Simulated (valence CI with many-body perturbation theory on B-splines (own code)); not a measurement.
# Questions on Ni14+

Level of theory: configuration interaction combined with many-body perturbation theory (CI+MBPT): four valence electrons over a frozen Dirac-Fock core [Ne], radial functions for each j: 11 s, 11 p, 9 d, 7 f, 5 g, 2 h, 1 i, with the one-electron correlation potential Σ1, the two-electron term Σ2, the three-electron term Σ3, Breit, model QED; selected CI, second order for the rest (own B-spline code, finite nucleus).

No measured levels were compared; by estimate levels of excited configurations hold to 0.05 to 0.15 % of their energy, terms of the ground configuration to about 0.5 %.

Rates and lifetimes use the calculated energies. Strong lines usually hold to 10 to 20 %, long lifetimes can be off by a factor of two.

Problem. What is the ground level?

Solution. 3s2.3p2 3P_0, composition 92 % 3s2.3p2 3P + 5 % 3s2.3p2 1S.

Problem. How well does LS coupling describe the low levels?

Solution. Among the lowest 20 levels the leading LS term, summed over configurations, holds 88 % on average. For single configurations the figures are 80 % in LS and 67 % in jj coupling. Terms mix most in the J = 1 level at 70.18 eV, where the leading one holds 50 %.

Problem. Where does the other parity begin?

Solution. At 3s.3p3 5S°_2, 31.56 eV.

Problem. How is the term 3P of the ground level split?

Solution. J = 0 at 0.00, J = 1 at 1.85, J = 2 at 3.40 eV.

Problem. Among levels below 116.82 eV, which E1 lines absorb most strongly from the ground level?

Solution. to 3s2.3p.3d 3P°_1 at 17.67 nm, f = 0.822; to 3s.3p3 3S°_1 at 20.90 nm, f = 0.159; to 3s.3p3 3D°_1 at 29.81 nm, f = 0.0780.

Problem. What are the static dipole polarisabilities of the lowest levels?

Solution. 3s2.3p2 3P_0 0.239; 3s2.3p2 3P_1 0.242 (tensor 0.010); 3s2.3p2 3P_2 0.242 (tensor -0.012); 3s2.3p2 1D_2 0.242 (tensor 0.033) bohr³, of which the core gives 0.00393.

Problem. What is the ionisation energy?

Solution. 462.11 eV; NIST lists 462.8 ± 1.1 eV (semi-empirical).
